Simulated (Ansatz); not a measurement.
FSr (SMILES [F][Sr+]), charge +1, singlet, at a GFN2-xTB geometry (such geometries of metal compounds can be far from the true shape) (core potentials on Sr); B3LYP5/def2-TZVP (Ansatz, an electronic-structure program).

Here is a job for Ansatz.
Ansatz 0.2 input:
```yaml
crystal:
  periodic: [false, false, false]
  atoms:
    - {symbol: Sr, position_ang: [-0.00000000, -0.00000000, -0.41292721]}
    - {symbol: F, position_ang: [0.00000000, 0.00000000, 1.74347045]}
basis:
  gaussian:
    orbitals: def2-TZVP
hamiltonian:
  xc: b3lyp5
total_charge: 1
```

It wrote (shortened):

```
Functional definition: B3LYP5
469 factors; their error is unknown
mean field evaluation 1: about -3525.9146 eV, gradient 1.2e2 eV
mean field evaluation 2: about -3191.6023 eV, gradient 2.1e2 eV
mean field evaluation 4: about -3541.2705 eV, gradient 6.5e1 eV
mean field evaluation 8: about -3548.1789 eV, gradient 2.2e-2 eV
mean field -3548.19150252 eV, -130.3936326669 hartree, gradient 3.7e-5 eV, S^2 0.000000; 0 other end points of the search recorded, 0 dependent functions left out
reference -3548.19174086 eV, -130.3936414260 hartree; 9, 9 occupied and 55, 55 virtual orbitals, 469 factors
Total energy: -3548.19174086 eV, -130.3936414260 hartree
```
